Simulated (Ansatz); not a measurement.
A set of 12 reactions (ligand exchange), with CCSD(T)/CBS values in kJ/mol:

```tsv
reaction	ΔE
`Cl[Si]1(I)CO1` + CH₃OH → `CO[Si]1(Cl)CO1` + HI	-23.1
`C[CH2][Zn][OH]` + `O[SiH3]` → `[OH][Zn][O][SiH3]` + `CC`	-82.4
`C=C[N]([GeH3])[SiH2]Cl` + `O[SiH](O)S` → `O[SiH](O)S[SiH2]Cl` + `C=C[NH][GeH3]`	4.9
`[OH][GaH][O][SiH3]` + HCl → `[OH][GaH][Cl]` + `O[SiH3]`	-42.7
`Cl[Si]1(I)CO1` + NH₃ → `N[Si]1(Cl)CO1` + HI	12.1
`N=C=C(O)[SiH3]` + `S[SiH2]Cl` → `[SiH3]S[SiH2]Cl` + `N=C=CO`	-52.9
`O[SiH](O)N[SiH3]` + `CC(N)O` → `CC(O)N[SiH3]` + `N[SiH](O)O`	12.9
`C[Si](C)(C)[CH2][Ga]([F])[F]` + `C[Si](C)(C)O` → `C[Si](C)(C)O[Si](C)(C)C` + `[CH3][Ga]([F])[F]`	-109.8
`[OH][GaH][O][SiH3]` + H–F → `[F][GaH][O][SiH3]` + H₂O	-24.1
`O[SiH](O)[SiH](O)F` + H–F → `O[Si@H](F)[Si@@H](O)F` + H₂O	-37.4
`CC[SiH](N)F` + HI → `CC[SiH](F)I` + NH₃	-27.1
`C#C[O][Ga]([OH])[Cl]` + `O[SiH3]` → `[OH][Ga]([Cl])[O][SiH3]` + `C#CO`	-6.4
```

Calculated with Ansatz (gas phase, PBE0-D4/def2-TZVP geometries, no zero-point term in ΔE). CBS: MP2 limit from def2 TZ/QZ plus the TZ coupled-cluster correction, frozen cores. This one scheme is used for every species. Functionals use def2-TZVPP. B3LYP here is the variant with VWN-RPA as its local correlation; programs differ in this. Elements past krypton have def2 core potentials. For Ga, Ge, I, Zn outer-core shells are correlated without core-valence functions, which leaves a few kJ/mol of doubt a bond. Scalar relativity is left out up to krypton. One conformer a species, not always the lowest.

Give the mean, mean absolute and largest difference (level minus CCSD(T)/CBS, kJ/mol) for: PBE-D4, B3LYP-D4, ωB97X-V, ωB97M-V, PBE, r2SCAN, PBE0, CCSD/def2-TZVPP, HF/def2-QZVPP, MP2/def2-QZVPP, SCS-MP2/def2-QZVPP, HF/CBS(def2), MP2/CBS(def2), CCSD/CBS(def2). (Best estimate.)

The calculation gave: 
```tsv
level	mean	mean absolute	largest
PBE-D4	2.1	6.8	17.5
B3LYP-D4	-1.5	4.3	-7.5
ωB97X-V	-2.1	3.9	-8.4
ωB97M-V	-1.3	4.1	-8.0
PBE	1.5	7.5	-17.5
r2SCAN	-1.3	4.0	-11.7
PBE0	-0.4	5.3	-15.6
CCSD/def2-TZVPP	-1.3	4.7	-12.6
HF/def2-QZVPP	-10.1	13.6	-29.5
MP2/def2-QZVPP	0.9	1.9	5.4
SCS-MP2/def2-QZVPP	-1.0	1.9	-5.8
HF/CBS(def2)	-10.2	13.7	-30.1
MP2/CBS(def2)	1.0	3.5	9.1
CCSD/CBS(def2)	-1.5	1.9	-4.3
```

The largest T1 diagnostic in the set is 0.016, for `[OH][Zn][O][SiH3]` (customary mark 0.02).

CCSD(T)/CBS is a level of theory with its own doubt, and the functionals carry their triple-zeta basis error, so these figures describe this set and don't rank the functionals.
